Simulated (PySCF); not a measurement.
Gas-phase reaction: 2 Ge(OH)₄ ⇌ GeO₂ + 6 OH + GeH₂

Method: PySCF energies plus ideal-gas RRHO corrections (1 bar). † marks an energy on the PBE0/def2-TZVP geometry and frequencies; other levels use their own. CCSD(T) freezes the core. Open shells (unrestricted): OH (multiplicity 2, electronic degeneracy 4); the rest are closed-shell singlets. Spin-orbit splitting is ignored; it lowers the true energy and changes the entropy of OH. Ge: all electrons, no relativistic terms. Ge(OH)₄, GeO₂, GeH₂: computed as isolated molecules; such fragments, hydroxides, amides, oligomers or adducts are transient or little studied in the gas. CCSD(T) isn't extrapolated to the basis-set limit; its ΔH°(298 K) is 2272.5 kJ in def2-SVP and 2385.8 kJ in def2-TZVPP. The harmonic model lacks anharmonicity and excited electronic states, which grow with temperature; levels with a mode under 35 cm⁻¹ are left out. Internal rotation in Ge(OH)₄ is treated as a harmonic vibration of one conformer, which makes the entropy rough. Warning, large T1 diagnostic: GeO₂ (CCSD(T)/def2-SVP†, CCSD(T)/def2-TZVPP†).

| level | ΔE electronic, kJ | ΔH°(298 K), kJ | ΔS°(298 K), J/K | ΔG°(1800 K), kJ |
|---|---|---|---|---|
| CCSD(T)/def2-SVP† | 2360 | 2272 | 864 | 764 |
| CCSD(T)/def2-TZVPP† | 2473 | 2386 | 864 | 878 |
| M06-2X/def2-TZVP† | 2618 | 2530 | 864 | 1022 |
| PBE/def2-SVP | 2485 | 2401 | 861 | 902 |
| PBE/def2-TZVP† | 2431 | 2344 | 864 | 836 |
| PBE0/def2-TZVP | 2432 | 2345 | 864 | 837 |
ΔH° is lowest at CCSD(T)/def2-SVP† and highest at M06-2X/def2-TZVP†. No reference value is set beside these.
